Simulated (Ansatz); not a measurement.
Ansatz (an electronic-structure program) input (HF/3-21G): The .json file is the Basis Set Exchange's 3-21G.

Ansatz 0.2 input:
```yaml
crystal:
  periodic: [false, false, false]
  atoms:
    - {symbol: N, position_ang: [-1.18746942, -0.74784267, 0.02424284]}
    - {symbol: B, position_ang: [-0.01011577, 0.20389122, 0.02932313]}
    - {symbol: N, position_ang: [1.25394523, -0.59202910, -0.21693991]}
    - {symbol: O, position_ang: [-0.07391298, 1.48977380, 0.21425560]}
    - {symbol: H, position_ang: [-2.09930527, -0.32781517, 0.01530894]}
    - {symbol: H, position_ang: [-1.14646715, -1.57793013, -0.54196441]}
    - {symbol: H, position_ang: [1.30154150, -1.54771447, 0.09244189]}
    - {symbol: H, position_ang: [2.12078295, -0.10508433, -0.07756748]}
basis:
  gaussian:
    orbitals: 3-21G.json
hamiltonian:
  xc: {name: HF}
total_charge: -1
phonons: {temperatures: {t_min: 298.15, t_max: 298.15, t_step: 100}}
```

Output:

```
Functional definition: HF
integrals: 0.01 GiB planned
596 factors; integrals over basis functions are off by at most 3.1e-4 eV
mean field: 0.08 GiB planned
mean field evaluation 1: about -5703.3664 eV, gradient 3.3e1 eV
mean field evaluation 2: about -5703.3677 eV, gradient 3.3e1 eV
mean field evaluation 4: about -5706.0239 eV, gradient 3.0e0 eV
mean field evaluation 8: about -5706.0566 eV, gradient 9.8e-5 eV
mean field -5706.05638336 eV, -209.6937043846 hartree, gradient 2.0e-5 eV, S^2 0.000000; 0 other end points of the search recorded, 0 dependent functions left out
the calculation of the forces begins
reference -5706.05638336 eV, -209.6937043846 hartree; 16, 16 occupied and 28, 28 virtual orbitals, 596 factors
these checks for a lower state are left out or cut short: stability, starts, cluster_reference, orbital_swaps, neighbouring_geometries, increment
integrals: 0.01 GiB planned
596 factors; integrals over basis functions are off by at most 3.1e-4 eV
mean field: 0.08 GiB planned
mean field evaluation 16: about -5706.0562 eV, gradient 3.0e-6 eV
mean field -5706.05617295 eV, -209.6936966522 hartree, gradient 1.2e-6 eV, S^2 0.000000; 0 other end points of the search recorded, 0 dependent functions left out
the calculation of the forces begins
reference -5706.05617295 eV, -209.6936966522 hartree; 16, 16 occupied and 28, 28 virtual orbitals, 596 factors
these checks for a lower state are left out or cut short: stability, starts, cluster_reference, orbital_swaps, neighbouring_geometries, increment
integrals: 0.01 GiB planned
596 factors; integrals over basis functions are off by at most 3.1e-4 eV
mean field: 0.08 GiB planned
mean field -5706.05617511 eV, -209.6936967313 hartree, gradient 1.2e-6 eV, S^2 0.000000; 0 other end points of the search recorded, 0 dependent functions left out
the calculation of the forces begins
reference -5706.05617511 eV, -209.6936967313 hartree; 16, 16 occupied and 28, 28 virtual orbitals, 596 factors
these checks for a lower state are left out or cut short: stability, starts, cluster_reference, orbital_swaps, neighbouring_geometries, increment
integrals: 0.01 GiB planned
596 factors; integrals over basis functions are off by at most 3.1e-4 eV
mean field: 0.08 GiB planned
mean field evaluation 32: about -5706.0562 eV, gradient 1.2e-6 eV
mean field -5706.05619900 eV, -209.6936976095 hartree, gradient 1.2e-6 eV, S^2 0.000000; 0 other end points of the search recorded, 0 dependent functions left out
the calculation of the forces begins
reference -5706.05619900 eV, -209.6936976095 hartree; 16, 16 occupied and 28, 28 virtual orbitals, 596 factors
these checks for a lower state are left out or cut short: stability, starts, cluster_reference, orbital_swaps, neighbouring_geometries, increment
integrals: 0.01 GiB planned
596 factors; integrals over basis functions are off by at most 3.1e-4 eV
mean field: 0.08 GiB planned
mean field -5706.05619814 eV, -209.6936975778 hartree, gradient 1.2e-6 eV, S^2 0.000000; 0 other end points of the search recorded, 0 dependent functions left out
the calculation of the forces begins
reference -5706.05619814 eV, -209.6936975778 hartree; 16, 16 occupied and 28, 28 virtual orbitals, 596 factors
these checks for a lower state are left out or cut short: stability, starts, cluster_reference, orbital_swaps, neighbouring_geometries, increment
integrals: 0.01 GiB planned
596 factors; integrals over basis functions are off by at most 3.1e-4 eV
mean field: 0.08 GiB planned
mean field -5706.05632667 eV, -209.6937023012 hartree, gradient 1.2e-6 eV, S^2 0.000000; 0 other end points of the search recorded, 0 dependent functions left out
the calculation of the forces begins
reference -5706.05632667 eV, -209.6937023012 hartree; 16, 16 occupied and 28, 28 virtual orbitals, 596 factors
these checks for a lower state are left out or cut short: stability, starts, cluster_reference, orbital_swaps, neighbouring_geometries, increment
integrals: 0.01 GiB planned
596 factors; integrals over basis functions are off by at most 3.1e-4 eV
mean field: 0.08 GiB planned
mean field -5706.05632592 eV, -209.6937022737 hartree, gradient 1.2e-6 eV, S^2 0.000000; 0 other end points of the search recorded, 0 dependent functions left out
the calculation of the forces begins
reference -5706.05632592 eV, -209.6937022737 hartree; 16, 16 occupied and 28, 28 virtual orbitals, 596 factors
these checks for a lower state are left out or cut short: stability, starts, cluster_reference, orbital_swaps, neighbouring_geometries, increment
integrals: 0.01 GiB planned
596 factors; integrals over basis functions are off by at most 3.1e-4 eV
mean field: 0.08 GiB planned
mean field -5706.05632844 eV, -209.6937023663 hartree, gradient 1.2e-6 eV, S^2 0.000000; 0 other end points of the search recorded, 0 dependent functions left out
[...]
mean field -5706.05627252 eV, -209.6937003113 hartree, gradient 1.2e-6 eV, S^2 0.000000; 0 other end points of the search recorded, 0 dependent functions left out
the calculation of the forces begins
reference -5706.05627252 eV, -209.6937003113 hartree; 16, 16 occupied and 28, 28 virtual orbitals, 596 factors
these checks for a lower state are left out or cut short: stability, starts, cluster_reference, orbital_swaps, neighbouring_geometries, increment
integrals: 0.01 GiB planned
596 factors; integrals over basis functions are off by at most 3.1e-4 eV
mean field: 0.08 GiB planned
mean field -5706.05625819 eV, -209.6936997847 hartree, gradient 1.2e-6 eV, S^2 0.000000; 0 other end points of the search recorded, 0 dependent functions left out
the calculation of the forces begins
reference -5706.05625819 eV, -209.6936997847 hartree; 16, 16 occupied and 28, 28 virtual orbitals, 596 factors
these checks for a lower state are left out or cut short: stability, starts, cluster_reference, orbital_swaps, neighbouring_geometries, increment
integrals: 0.01 GiB planned
596 factors; integrals over basis functions are off by at most 3.1e-4 eV
mean field: 0.08 GiB planned
mean field -5706.05625559 eV, -209.6936996891 hartree, gradient 1.2e-6 eV, S^2 0.000000; 0 other end points of the search recorded, 0 dependent functions left out
the calculation of the forces begins
reference -5706.05625559 eV, -209.6936996891 hartree; 16, 16 occupied and 28, 28 virtual orbitals, 596 factors
these checks for a lower state are left out or cut short: stability, starts, cluster_reference, orbital_swaps, neighbouring_geometries, increment
integrals: 0.01 GiB planned
596 factors; integrals over basis functions are off by at most 3.1e-4 eV
mean field: 0.08 GiB planned
mean field evaluation 128: about -5706.0563 eV, gradient 3.0e-6 eV
mean field -5706.05634136 eV, -209.6937028410 hartree, gradient 1.2e-6 eV, S^2 0.000000; 0 other end points of the search recorded, 0 dependent functions left out
the calculation of the forces begins
reference -5706.05634136 eV, -209.6937028410 hartree; 16, 16 occupied and 28, 28 virtual orbitals, 596 factors
these checks for a lower state are left out or cut short: stability, starts, cluster_reference, orbital_swaps, neighbouring_geometries, increment
integrals: 0.01 GiB planned
596 factors; integrals over basis functions are off by at most 3.1e-4 eV
mean field: 0.08 GiB planned
mean field -5706.05634289 eV, -209.6937028972 hartree, gradient 1.2e-6 eV, S^2 0.000000; 0 other end points of the search recorded, 0 dependent functions left out
the calculation of the forces begins
reference -5706.05634289 eV, -209.6937028972 hartree; 16, 16 occupied and 28, 28 virtual orbitals, 596 factors
these checks for a lower state are left out or cut short: stability, starts, cluster_reference, orbital_swaps, neighbouring_geometries, increment
integrals: 0.01 GiB planned
596 factors; integrals over basis functions are off by at most 3.1e-4 eV
mean field: 0.08 GiB planned
mean field -5706.05637667 eV, -209.6937041386 hartree, gradient 2.7e-6 eV, S^2 0.000000; 0 other end points of the search recorded, 0 dependent functions left out
the calculation of the forces begins
reference -5706.05637667 eV, -209.6937041386 hartree; 16, 16 occupied and 28, 28 virtual orbitals, 596 factors
these checks for a lower state are left out or cut short: stability, starts, cluster_reference, orbital_swaps, neighbouring_geometries, increment
integrals: 0.01 GiB planned
596 factors; integrals over basis functions are off by at most 3.1e-4 eV
mean field: 0.08 GiB planned
mean field -5706.05637689 eV, -209.6937041468 hartree, gradient 2.1e-6 eV, S^2 0.000000; 0 other end points of the search recorded, 0 dependent functions left out
the calculation of the forces begins
reference -5706.05637689 eV, -209.6937041468 hartree; 16, 16 occupied and 28, 28 virtual orbitals, 596 factors
these checks for a lower state are left out or cut short: stability, starts, cluster_reference, orbital_swaps, neighbouring_geometries, increment
integrals: 0.01 GiB planned
596 factors; integrals over basis functions are off by at most 3.1e-4 eV
mean field: 0.08 GiB planned
mean field -5706.05636226 eV, -209.6937036091 hartree, gradient 1.3e-6 eV, S^2 0.000000; 0 other end points of the search recorded, 0 dependent functions left out
the calculation of the forces begins
reference -5706.05636226 eV, -209.6937036091 hartree; 16, 16 occupied and 28, 28 virtual orbitals, 596 factors
these checks for a lower state are left out or cut short: stability, starts, cluster_reference, orbital_swaps, neighbouring_geometries, increment
integrals: 0.01 GiB planned
596 factors; integrals over basis functions are off by at most 3.1e-4 eV
mean field: 0.08 GiB planned
mean field evaluation 160: about -5706.0564 eV, gradient 1.2e-5 eV
mean field -5706.05636263 eV, -209.6937036227 hartree, gradient 1.5e-6 eV, S^2 0.000000; 0 other end points of the search recorded, 0 dependent functions left out
the calculation of the forces begins
reference -5706.05636263 eV, -209.6937036227 hartree; 16, 16 occupied and 28, 28 virtual orbitals, 596 factors
these checks for a lower state are left out or cut short: stability, starts, cluster_reference, orbital_swaps, neighbouring_geometries, increment
integrals: 0.01 GiB planned
596 factors; integrals over basis functions are off by at most 3.1e-4 eV
mean field: 0.08 GiB planned
mean field -5706.05627826 eV, -209.6937005222 hartree, gradient 1.2e-6 eV, S^2 0.000000; 0 other end points of the search recorded, 0 dependent functions left out
the calculation of the forces begins
reference -5706.05627826 eV, -209.6937005222 hartree; 16, 16 occupied and 28, 28 virtual orbitals, 596 factors
these checks for a lower state are left out or cut short: stability, starts, cluster_reference, orbital_swaps, neighbouring_geometries, increment
integrals: 0.01 GiB planned
596 factors; integrals over basis functions are off by at most 3.1e-4 eV
mean field: 0.08 GiB planned
mean field -5706.05628045 eV, -209.6937006028 hartree, gradient 1.2e-6 eV, S^2 0.000000; 0 other end points of the search recorded, 0 dependent functions left out
the calculation of the forces begins
reference -5706.05628045 eV, -209.6937006028 hartree; 16, 16 occupied and 28, 28 virtual orbitals, 596 factors
these checks for a lower state are left out or cut short: stability, starts, cluster_reference, orbital_swaps, neighbouring_geometries, increment
integrals: 0.01 GiB planned
596 factors; integrals over basis functions are off by at most 3.1e-4 eV
mean field: 0.08 GiB planned
mean field -5706.05633771 eV, -209.6937027070 hartree, gradient 1.2e-6 eV, S^2 0.000000; 0 other end points of the search recorded, 0 dependent functions left out
the calculation of the forces begins
reference -5706.05633771 eV, -209.6937027070 hartree; 16, 16 occupied and 28, 28 virtual orbitals, 596 factors
these checks for a lower state are left out or cut short: stability, starts, cluster_reference, orbital_swaps, neighbouring_geometries, increment
integrals: 0.01 GiB planned
596 factors; integrals over basis functions are off by at most 3.1e-4 eV
mean field: 0.08 GiB planned
mean field -5706.05633858 eV, -209.6937027388 hartree, gradient 1.2e-6 eV, S^2 0.000000; 0 other end points of the search recorded, 0 dependent functions left out
the calculation of the forces begins
reference -5706.05633858 eV, -209.6937027388 hartree; 16, 16 occupied and 28, 28 virtual orbitals, 596 factors
Total energy: -5706.05638336 eV, -209.6937043846 hartree
Atom 0 at    -1.187469    -0.747843     0.024243 Å, force    -0.000597     0.000040     0.000145 eV/Å
Atom 1 at    -0.010116     0.203891     0.029323 Å, force     0.000011    -0.000229    -0.000033 eV/Å
Atom 2 at     1.253945    -0.592029    -0.216940 Å, force     0.000588     0.000137    -0.000120 eV/Å
Atom 3 at    -0.073913     1.489774     0.214256 Å, force    -0.000066     0.001320     0.000190 eV/Å
Atom 4 at    -2.099305    -0.327815     0.015309 Å, force     0.000748    -0.000293    -0.000044 eV/Å
Atom 5 at    -1.146467    -1.577930    -0.541964 Å, force    -0.000070    -0.000292    -0.000169 eV/Å
Atom 6 at     1.301541    -1.547714     0.092442 Å, force     0.000100    -0.000320     0.000081 eV/Å
Atom 7 at     2.120783    -0.105084    -0.077567 Å, force    -0.000716    -0.000365    -0.000050 eV/Å
Dipole moment:     0.045471    -0.916513    -0.131811 e Å
Vibrations: 335.88 367.05 392.40 463.49 492.34 514.21 746.02 815.30 929.27 1070.73 1229.58 1716.21 1781.97 1812.50 3645.44 3648.93 3749.02 3751.81 cm⁻¹, zero-point energy 1.702436 eV
```

The blocks after the first are displaced geometries, from whose forces the wavenumbers follow.

The dipole moment of an ion depends on the origin.
